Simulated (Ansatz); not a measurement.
`F[Si](F)(Cl)Br` + H₂O → `O[Si](F)(Cl)Br` + H–F  (formal hydrolysis of the Si–F bond)

Isolated molecules relaxed with PBE0-D4/def2-TZVP in Ansatz; ΔE leaves out vibrations. CBS: MP2 limit from def2 TZ/QZ plus the TZ coupled-cluster correction, frozen cores. This one scheme is used for every species. Functionals use def2-TZVPP. HSE06 is defined as in plane-wave codes. For Br outer-core shells are correlated without core-valence functions, which leaves a few kJ/mol of doubt a bond. Scalar relativity is left out up to krypton. Each species was taken in one conformer, which may not be the lowest.

| level | ΔE (kcal/mol) |
| --- | --- |
| LDA (SPW92) | 6.9 |
| revPBE-D4 | 7.2 |
| B97M-V | 9.1 |
| HSE06-D4 | 7.3 |
| MP2/def2-SVP | 6.9 |
| CCSD/def2-SVP | 7.4 |
| HF/def2-QZVPP | 9.3 |
| HF/CBS(def2) | 9.4 |

What does CCSD(T)/CBS give? (Estimate.)

Computed: +7.9 kcal/mol. The listed levels differ from it by -1.0, -0.7, 1.2, -0.6, -1.0, -0.5, 1.4, 1.5 kcal/mol.

Largest T1 diagnostic among the species: 0.010.

The D4 term adds −0.9 kcal/mol with B3LYP and −0.5 kcal/mol with PBE0; it sums over pairs of atoms, weighted by their polarisabilities, and B3LYP, whose exchange is more repulsive, gets the larger term. Leaving LDA and LC-ωPBE aside and taking each functional with its dispersion term where it has one, the values spread over 1.9 kcal/mol, from revPBE-D4 to B97M-V. LDA lies −1.3 kcal/mol from PBE without D4.

B3LYP here is the variant with VWN-RPA as its local correlation; programs differ in this.
